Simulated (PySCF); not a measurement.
Cl$_{2}$Pb, charge +1, doublet, geometry from GFN2-xTB (such geometries of metal compounds can be far from the true shape) (a state made from the parent by changing its charge; the spin is typed, not shown lowest) (core potentials on Pb); WB97M-V/def2-SVPD in PySCF.

PySCF was given this input:
```python
from pyscf import gto, scf, dft

mol = gto.M(
    atom='''
Pb    0.010156   -0.015659    0.634723
Cl    0.889491    1.051078   -1.520427
Cl   -0.938478   -0.975544   -1.541178
''',
    basis='def2-svpd',
    ecp={'Pb': 'def2-svpd'},
    charge=1,
    spin=1,
    verbose=4,
)

mf = dft.UKS(mol)
mf.xc = 'wb97m_v'
mf.kernel()
```

Predict the main parts of the log of this PySCF run.


```
PySCF version 2.14.0

[INPUT] verbose = 4
[INPUT] num. atoms = 3
[INPUT] num. electrons = 55
[INPUT] charge = 1
[INPUT] spin (= nelec alpha-beta = 2S) = 1
[INPUT] symmetry False subgroup None
[INPUT] Mole.unit = angstrom
[INPUT] Symbol           X                Y                Z      unit          X                Y                Z       unit  Magmom
[INPUT]  1 Pb     0.010156000000  -0.015659000000   0.634723000000 AA    0.019192058521  -0.029591221385   1.199452634962 Bohr   0.0
[INPUT]  2 Cl     0.889491000000   1.051078000000  -1.520427000000 AA    1.680894380266   1.986249555556  -2.873190622394 Bohr   0.0
[INPUT]  3 Cl    -0.938478000000  -0.975544000000  -1.541178000000 AA   -1.773466393930  -1.843510982463  -2.912404329205 Bohr   0.0

nuclear repulsion = 210.626085654736
number of shells = 34
number of NR pGTOs = 157
number of NR cGTOs = 86
basis = def2-svpd
ecp = {'Pb': 'def2-svpd'}

******** <class 'pyscf.dft.uks.UKS'> ********
method = UKS
initial guess = minao
damping factor = 0
level_shift factor = 0
DIIS = <class 'pyscf.scf.diis.CDIIS'>
diis_start_cycle = 1
diis_space = 8
diis_damp = 0
SCF conv_tol = 1e-09
SCF conv_tol_grad = None
SCF max_cycles = 50
direct_scf = True
direct_scf_tol = 1e-13
number electrons alpha = 28  beta = 27
XC library pyscf.dft.libxc version 7.1.2
    S. Lehtola, C. Steigemann, M. J. T. Oliveira, and M. A. L. Marques,  SoftwareX 7, 1–5 (2018)
XC functionals = wb97m_v
    N. Mardirossian and M. Head-Gordon,  J. Chem. Phys. 144, 214110 (2016)
radial grids:
    Treutler-Ahlrichs [JCP 102, 346 (1995); DOI:10.1063/1.469408] (M4) radial grids

becke partition: Becke, JCP 88, 2547 (1988); DOI:10.1063/1.454033
pruning grids: <function nwchem_prune>
grids dens level: 3
symmetrized grids: False
atomic radii adjust function: <function treutler_atomic_radii_adjust>
** Following is NLC and NLC Grids **
NLC functional = wb97m_v
radial grids:
    Treutler-Ahlrichs [JCP 102, 346 (1995); DOI:10.1063/1.469408] (M4) radial grids

becke partition: Becke, JCP 88, 2547 (1988); DOI:10.1063/1.454033
pruning grids: <function nwchem_prune>
grids dens level: 3
symmetrized grids: False
atomic radii adjust function: <function treutler_atomic_radii_adjust>
small_rho_cutoff = 0
Set gradient conv threshold to 3.16228e-05
tot grids = 60992
tot grids = 60992
init E= -1088.58359414171

cycle= 1 E= -1112.03059562723  delta_E= -23.4  |g|= 1.05  |ddm|= 9.46
cycle= 2 E= -1112.41119068627  delta_E= -0.381  |g|= 0.683  |ddm|= 3.59
cycle= 3 E= -1112.63128968619  delta_E= -0.22  |g|= 0.0424  |ddm|= 1.08
cycle= 4 E= -1112.63279395337  delta_E= -0.0015  |g|= 0.0148  |ddm|= 0.112
cycle= 5 E= -1112.63301137304  delta_E= -0.000217  |g|= 0.00373  |ddm|= 0.031
cycle= 6 E= -1112.63304219198  delta_E= -3.08e-05  |g|= 0.00117  |ddm|= 0.0122
cycle= 7 E= -1112.63304542424  delta_E= -3.23e-06  |g|= 0.000438  |ddm|= 0.00401
cycle= 8 E= -1112.63304590646  delta_E= -4.82e-07  |g|= 0.00017  |ddm|= 0.00133
cycle= 9 E= -1112.63304603146  delta_E= -1.25e-07  |g|= 8.12e-05  |ddm|= 0.00073
cycle= 10 E= -1112.63304608229  delta_E= -5.08e-08  |g|= 3.71e-05  |ddm|= 0.000564
cycle= 11 E= -1112.63304609362  delta_E= -1.13e-08  |g|= 2.13e-05  |ddm|= 0.000298
cycle= 12 E= -1112.6330460952  delta_E= -1.58e-09  |g|= 8.86e-06  |ddm|= 0.000101
cycle= 13 E= -1112.63304609557  delta_E= -3.65e-10  |g|= 3.46e-06  |ddm|= 5.74e-05
Extra cycle  E= -1112.63304609559  delta_E= -2.77e-11  |g|= 2.29e-06  |ddm|= 1.01e-05
converged SCF energy = -1112.63304609559  <S^2> = 0.75543885  2S+1 = 2.0054315
```
